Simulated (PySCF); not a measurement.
3,3-difluoro-2-methylprop-1-ene (C4H6F2), SMILES FC(F)C(C)=C. Geometry: PBE-D3(BJ)/def2-SVP. One conformer was computed; it need not be the lowest.

Computed equilibrium geometry at PBE-D3(BJ)/def2-SVP (PySCF confirms it by a frequency run) as a Z-matrix (one conformer of several):
```
C
C 1 1.3452
H 2 1.0995 1 120.95
H 2 1.1010 3 118.10 1 -179.92
C 1 1.5025 2 124.86 3 -179.68
H 5 1.1061 1 111.47 2 -1.86
H 5 1.1097 6 108.81 1 -121.97
H 5 1.1117 6 108.30 7 -115.32
C 1 1.5122 2 120.39 3 0.71
F 9 1.3645 1 112.31 2 -5.51
F 9 1.3773 10 107.88 3 125.68
H 9 1.1178 10 107.86 11 115.27
```
Charge 0, spin multiplicity 1.
